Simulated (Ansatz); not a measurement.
Cartesian coordinates (Å):
```xyz
15

Ta     0.5121    -0.3350     0.3226
O     -0.2613    -1.0750     1.9197
H     -1.0720    -1.2674     2.4107
O      0.9148     0.5144    -1.3368
H      0.6519     0.9349    -2.1663
O      1.6966    -1.8359     0.0364
H      1.6626    -2.6003     0.6383
C     -1.5919    -0.2173    -0.3611
H     -1.7168    -0.2387    -1.4590
H     -1.9317     0.7841    -0.0107
H     -2.2693    -0.9680     0.0854
C      1.2528     1.3868     1.4444
H      2.1067     1.8806     0.9466
H      1.5305     1.1313     2.4829
H      0.4139     2.1148     1.4854
```
Charge 0, multiplicity 1.

The numbers are results of frozen-core CCSD(T)/def2-TZVPP // TPSS-D3(BJ)/def2-SVP in Ansatz (an electronic-structure program), not measurements.

| Property | Value |
|---|---|
| HF energy | -362.24587 Ha |
| MP2 correlation energy | -1.51375 Ha |

Q: Estimate the CCSD correlation energy, the (T) correction, the total energy and the T1 diagnostic.

A: 
The CCSD correlation energy comes out as -1.52824 Ha, the (T) correction is -0.06625 Ha and the CCSD(T) total energy is -363.84036 Ha. The T1 diagnostic comes out as 0.018.
